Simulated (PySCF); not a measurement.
Mo(F)2(OH)4 (F2H4MoO4), SMILES [F][Mo]([OH])([F])([OH])([OH])[OH], multiplicity 1. The structure is a stationary point at PBE-D3(BJ)/def2-SVP. The multiplicity is an assumed one; other spin states were not compared. The def2 effective core potentials stand for the cores of Mo; spin–orbit coupling is left out. The values are those of a single conformer.

Computed equilibrium geometry at PBE-D3(BJ)/def2-SVP (PySCF confirms it by a frequency run) as bond lengths and angles, and its point group (one conformer of several):
point group C2.
Atoms: Mo1 F2 F3 O4 H5 O6 H7 O8 H9 O10 H11. Bonds (Å): Mo1–F2 1.897, Mo1–F3 1.897, Mo1–O4 1.923, Mo1–O6 1.923, Mo1–O8 1.866, Mo1–O10 1.866, O4–H5 0.979, O6–H7 0.979, O8–H9 0.977, O10–H11 0.977. Angles (°): F2–Mo1–F3 85.9, F2–Mo1–O4 92.9, F2–Mo1–O6 80.4, F2–Mo1–O8 91.6, F2–Mo1–O10 163.0, F3–Mo1–O4 80.4, F3–Mo1–O6 92.9, F3–Mo1–O8 163.0, F3–Mo1–O10 91.6, O4–Mo1–O6 170.9, O4–Mo1–O8 82.9, O4–Mo1–O10 103.3, O6–Mo1–O8 103.3, O6–Mo1–O10 82.9, O8–Mo1–O10 95.5, Mo1–O4–H5 113.4, Mo1–O6–H7 113.4, Mo1–O8–H9 124.1, Mo1–O10–H11 124.1.
